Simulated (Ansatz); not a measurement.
This geometry of Cl₂FH₄O₃Ta (11 atoms, charge 0, multiplicity 1) is a first-order saddle point.

These are results of Ansatz 0.2.0, RKS PBE-D4/def2-SVP, not measurements.

```xyz
11
Properties=species:S:1:pos:R:3
Ta -0.067 -0.063 -0.057
F 1.644 -0.862 -0.410
Cl 0.918 0.659 1.997
Cl -0.396 -0.158 -2.436
O -1.413 1.273 0.101
H -1.515 2.234 0.013
O -1.024 -1.558 0.490
H -1.546 -2.313 0.791
O 1.197 1.763 -0.806
H 1.390 1.566 -1.748
H 2.057 1.768 -0.337
```

**Question.** Which two structures does it join? (They come from a converged band through this point; their orientation in space is the band's.)

**Answer.** No bond is made or broken.

First end point:

```xyz
11
Properties=species:S:1:pos:R:3
Ta 0.008 -0.122 -0.073
F 1.725 -0.885 -0.438
Cl 0.966 0.616 1.985
Cl -0.333 -0.166 -2.448
O -1.405 1.129 0.125
H -1.681 2.057 0.093
O -0.903 -1.682 0.456
H -1.807 -1.894 0.745
O 1.202 1.785 -0.796
H 1.422 1.628 -1.739
H 2.051 1.843 -0.311
```

Last end point:

```xyz
11
Properties=species:S:1:pos:R:3
Ta -0.161 0.007 -0.064
F 1.436 -1.017 -0.385
Cl 0.908 0.703 1.961
Cl -0.475 -0.070 -2.435
O -1.469 1.361 0.111
H -1.768 2.280 0.050
O -1.195 -1.461 0.520
H -0.952 -2.400 0.606
O 1.275 1.699 -0.816
H 1.585 1.473 -1.717
H 2.061 1.735 -0.233
```

**Question.** How far does it lie above each of them?

**Answer.** 0.014 eV above the first and 0.039 eV above the second. This is the barrier of this one path; another mechanism may lie lower.

Time of the run: 11 min on 4 threads of Arm Neoverse V1, on a shared host, peak memory 0.23 GiB.
